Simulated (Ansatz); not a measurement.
`CN[SiH](C)F` + `[OH][InH][SH]` → `CN[SiH](C)O` + `[F][InH][SH]`  (redistribution)

Isolated molecules relaxed with PBE0-D4/def2-TZVP in Ansatz; ΔE leaves out vibrations. CCSD(T)/CBS adds triple-zeta CCSD(T) − MP2 to the extrapolated MP2 energy (def2 sets, frozen cores). Functionals use def2-TZVPP. Elements past krypton have def2 core potentials. For In outer-core shells are correlated without core-valence functions, which leaves a few kJ/mol of doubt a bond. Each species was taken in one conformer, which may not be the lowest.

Q: Is it downhill or uphill in electronic energy at CCSD(T)/CBS, and by how much? (An estimate is asked.)

A: Ansatz gave: Uphill: ΔE = +3.8 kcal/mol.

Q: What do these levels give: r2SCAN-D4, PBE0-D4, ωB97M-V, PBE, r2SCAN, PBE0, HF/def2-TZVPP, SCS-MP2/def2-TZVPP, CCSD(T)/def2-TZVPP, SCS-MP2/def2-QZVPP, HF/CBS(def2), CCSD/CBS(def2)? (An estimate is asked.)

A: The calculation gave: r2SCAN-D4 2.3, PBE0-D4 2.3, ωB97M-V 2.5, PBE 2.5, r2SCAN 2.4, PBE0 2.5, HF/def2-TZVPP 2.1, SCS-MP2/def2-TZVPP 4.0, CCSD(T)/def2-TZVPP 3.8, SCS-MP2/def2-QZVPP 3.9, HF/CBS(def2) 2.0, CCSD/CBS(def2) 3.6 kcal/mol.

Largest T1 diagnostic among the species: 0.016.

In def2-TZVPP, CCSD(T) changes the Hartree–Fock value by +1.8 kcal/mol (the triples alone add +0.2 kcal/mol) and MP2 by +2.2 kcal/mol.
